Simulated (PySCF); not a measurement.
Radial density of Tb (terbium, neutral)

UHF, [Xe] 4f8 5d1 6s2, one real determinant (an excited configuration). Calculation: PySCF 2.14, in cc-pVDZ-X2C; the spin-free X2C one-electron Hamiltonian (Gaussian nucleus).

```csv
r (bohr),4πr²ρ (e/bohr),4πr²(ρα − ρβ)
0.0180,85.31,0.0027
0.0302,76.50,0.0065
0.0509,105.4,0.0149
0.0856,104.8,0.0367
0.144,91.86,0.3199
0.242,82.05,2.0494
0.407,46.06,6.5714
0.685,37.57,7.0442
1.15,12.59,2.8795
1.94,4.275,0.7036
3.26,0.9346,0.2366
5.48,0.3245,0.0135
9.22,0.01304,-0.0044
15.5,1.740e-05,0.0000
```

Densities and radii are taken from the X2C orbitals without a picture-change correction, which distorts them close to the nucleus.

⟨L²⟩ = 18.08 against 30 for a pure H term, so this real determinant mixes terms. Spin-orbit coupling, absent here, splits the open shell strongly.

Where is the radial spin density 4πr²(ρα − ρβ) most negative, and why is it negative at all?

Around r = 9.22 bohr, down to -0.0044 e/bohr: exchange with the open shell polarises the paired shells in an unrestricted calculation.
